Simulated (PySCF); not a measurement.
C2H7BFNO, SMILES COCB(N)F. Atoms are numbered in the order given.

```xyz
13

C      2.0512     0.7032     0.0853
O      1.2538     0.1650    -0.9421
C      0.3632    -0.8472    -0.4650
B     -0.9493    -0.2562     0.2180
N     -1.2785     1.0955     0.0576
F     -1.7584    -1.0709     0.9383
H      2.7106    -0.0703     0.5525
H      2.6952     1.4869    -0.3611
H      1.4434     1.1651     0.9024
H      0.8907    -1.5621     0.2156
H      0.0635    -1.4526    -1.3507
H     -2.1124     1.5380     0.4417
H     -0.6862     1.6899    -0.5236
```

The structure is a stationary point at PBE-D3(BJ)/def2-SVP. This is a generated structure with no PubChem entry under its InChIKey; it may be hypothetical. The values are those of a single conformer.

All values below come from PBE-D3(BJ)/def2-SVP run with PySCF.

Harmonic, unscaled wavenumbers; measured fundamentals usually lie a few per cent lower.

Computed harmonic wavenumbers and intensities:
```
mode  ν (cm⁻¹)  IR (km/mol)  moving atoms (share of kinetic energy)
----  --------  -----------  --------------------------------------
1           85          2.0          C 34 %, F 31 %, H 23 %, N 10 %
2          134          2.9          C 37 %, H 30 %, N 18 %, O 13 %
3          169          6.8                  H 45 %, N 26 %, O 17 %
4          242          7.8                  H 67 %, O 16 %, N 10 %
5          347          0.7          F 29 %, H 28 %, C 20 %, O 11 %
6          391          8.1          H 44 %, F 18 %, C 14 %, B 11 %
7          415         21.4                  H 48 %, B 29 %, C 11 %
8          478         22.1          O 33 %, H 31 %, F 17 %, C 12 %
9          496        119.1                  H 57 %, N 19 %, B 16 %
10         637          0.6                                  H 92 %
11         765          1.2                  C 41 %, N 27 %, H 21 %
12         842         15.0    H 48 %, N 19 %, F 15 %, C 9 %, B 8 %
13         865          9.3                  H 44 %, C 24 %, B 19 %
14         939         28.5                  C 54 %, O 25 %, H 20 %
15        1113         73.3                  H 42 %, C 34 %, O 21 %
16        1138          3.9                          H 76 %, C 19 %
17        1171         89.8                  H 42 %, O 27 %, C 26 %
18        1206         57.3                          H 55 %, B 26 %
19        1247         17.1                  H 72 %, O 14 %, C 12 %
20        1340         58.2                  B 36 %, H 35 %, C 24 %
21        1373         44.6                          H 68 %, B 22 %
22        1381         49.6                          H 65 %, B 29 %
23        1402          4.6                                  H 96 %
24        1411          0.4                          H 87 %, C 12 %
25        1437          6.8                                  H 95 %
26        1539        245.7                  H 46 %, N 26 %, B 26 %
27        2882         67.3                                  H 97 %
28        2904         50.3                                  H 94 %
29        2937         58.2                           H 90 %, C 9 %
30        2987         16.3                           H 91 %, C 8 %
31        3053         23.5                           H 91 %, C 9 %
32        3516         32.2                                  H 96 %
33        3632         44.5                           H 91 %, N 9 %
```
